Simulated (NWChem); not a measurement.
System: C$_{2}$H$_{6}$F$_{2}$Si; SMILES C[Si@H](F)CF

NWChem input:

```
start job
memory heap 200 mb stack 900 mb global 1100 mb
geometry units angstroms noautosym nocenter noautoz
  C     -1.084290     1.793270    -0.146619
  Si     0.053694     0.406571     0.356247
  F      1.567529     0.781019    -0.121815
  C     -0.446872    -1.208317    -0.489098
  F      0.284177    -2.269873     0.001774
  H     -0.735097     2.749048     0.273562
  H     -2.108509     1.618549     0.219297
  H     -1.123596     1.900832    -1.241845
  H      0.095203     0.205449     1.830888
  H     -1.523897    -1.405561    -0.327947
  H     -0.296125    -1.137904    -1.582505
end
basis spherical
  * library def2-svp
end
dft
  xc pbe0
  iterations 150
end
cosmo
  do_cosmo_smd true
  solvent water
end
task dft energy
```

NWChem printed, in part:

```
             Northwest Computational Chemistry Package (NWChem) 7.3.0
             --------------------------------------------------------

                             Geometry "geometry" -> ""
                             -------------------------

 Output coordinates in angstroms (scale by  1.889725989 to convert to a.u.)

  No.       Tag          Charge          X              Y              Z
 ---- ---------------- ---------- -------------- -------------- --------------
    1 C                    6.0000    -1.08429000     1.79327000    -0.14661900
    2 Si                  14.0000     0.05369400     0.40657100     0.35624700
    3 F                    9.0000     1.56752900     0.78101900    -0.12181500
    4 C                    6.0000    -0.44687200    -1.20831700    -0.48909800
    5 F                    9.0000     0.28417700    -2.26987300     0.00177400
    6 H                    1.0000    -0.73509700     2.74904800     0.27356200
    7 H                    1.0000    -2.10850900     1.61854900     0.21929700
    8 H                    1.0000    -1.12359600     1.90083200    -1.24184500
    9 H                    1.0000     0.09520300     0.20544900     1.83088800
   10 H                    1.0000    -1.52389700    -1.40556100    -0.32794700
   11 H                    1.0000    -0.29612500    -1.13790400    -1.58250500

 Effective nuclear repulsion energy (a.u.)     241.7570783542

                                 NWChem DFT Module
                                 -----------------

 Summary of "ao basis" -> "ao basis" (spherical)
 ------------------------------------------------------------------------------
       Tag                 Description            Shells   Functions and Types
 ---------------- ------------------------------  ------  ---------------------
 C                          def2-svp                 6       14   3s2p1d
 Si                         def2-svp                 8       18   4s3p1d
 F                          def2-svp                 6       14   3s2p1d
 H                          def2-svp                 3        5   2s1p

 in cosmo_initialize ...
 calling solv_data for solv:h2o

 solvent parameters
 solvname_short: h2o
 solvname_long:  water
 dielec:       78.4000
 dielecinf:     1.7769
 aqueous SMD model solvent descriptors
 dielec:       78.4000
 sola:          0.8200

[...]

                                COSMO-SMD solvation results
                                ---------------------------

             internal energy in gas <Psi(g)|H|Psi(g)> =      -568.341531162056
         internal energy in solvent <Psi(s)|H|Psi(s)> =      -568.340043626035
                               delta internal energy  =         0.001487536021 (    0.93 kcal/mol)
   total free energy in solvent <Psi(s)|H+V/2|Psi(s)> =      -568.350212502243
 polarization energy contribution <Psi(s)|V/2|Psi(s)> =        -0.010168876208 (   -6.38 kcal/mol)
    total free energy in solvent including G(SMD-CDS) =      -568.342967988151
                       G(SMD-CDS) energy contribution =         0.007244514092 (    4.55 kcal/mol)
     1 M fixed-concentration free energy of solvation =        -0.001436826095 (   -0.90 kcal/mol)

                       DFT Final Molecular Orbital Analysis
                       ------------------------------------

 Vector   23  Occ=2.000000D+00  E=-3.544124D-01
              MO Center= -2.3D-01, -1.6D+00, -3.7D-01, r^2= 1.9D+00
   Bfn.  Coefficient  Atom+Function         Bfn.  Coefficient  Atom+Function
  ----- ------------  ---------------      ----- ------------  ---------------
    64      0.349989   5 F  px               66     -0.337489   5 F  pz
    95     -0.271558  10 H  s                67     -0.254934   5 F  px
   100      0.255606  11 H  s                69      0.246821   5 F  pz
    50      0.221761   4 C  px               52     -0.211768   4 C  pz
    96     -0.129606  10 H  s               101      0.121492  11 H  s

 Vector   24  Occ=2.000000D+00  E=-3.353524D-01
              MO Center= -2.6D-01,  8.4D-01,  5.1D-01, r^2= 3.0D+00
   Bfn.  Coefficient  Atom+Function         Bfn.  Coefficient  Atom+Function
  ----- ------------  ---------------      ----- ------------  ---------------
    90      0.305071   9 H  s                 5      0.225565   1 C  py
    91      0.219493   9 H  s                 4     -0.211582   1 C  px
    24      0.206861   2 Si pz               38      0.168363   3 F  pz
     8      0.158656   1 C  py                3     -0.145075   1 C  s
     6     -0.142223   1 C  pz               85      0.135829   8 H  s

 Vector   25  Occ=2.000000D+00  E=-3.041436D-01
              MO Center= -2.0D-01, -6.8D-01, -1.1D-01, r^2= 3.1D+00
   Bfn.  Coefficient  Atom+Function         Bfn.  Coefficient  Atom+Function
  ----- ------------  ---------------      ----- ------------  ---------------
    51      0.273679   4 C  py               65      0.253701   5 F  py
    23     -0.239675   2 Si py               52      0.210524   4 C  pz
    66      0.200375   5 F  pz               68     -0.197944   5 F  py
    49      0.193577   4 C  s                 5      0.163118   1 C  py
    50      0.151440   4 C  px               69     -0.151849   5 F  pz

 Vector   26  Occ=0.000000D+00  E= 4.646334D-02
              MO Center= -5.1D-02,  1.1D-01,  3.2D-01, r^2= 3.7D+00
   Bfn.  Coefficient  Atom+Function         Bfn.  Coefficient  Atom+Function
  ----- ------------  ---------------      ----- ------------  ---------------
    25      1.044854   2 Si px                3      0.810459   1 C  s
    35     -0.411249   3 F  s                76     -0.282613   6 H  s
    49      0.249839   4 C  s                86     -0.248440   8 H  s
    22      0.239997   2 Si px               63     -0.213035   5 F  s
    96      0.187721  10 H  s                18     -0.173549   2 Si s

[...]
```

Level: PBE0/def2-SVP, SMD on the gas-phase geometry. Geometry: optimised at PBE0/def2-SVP. Solvent: water.
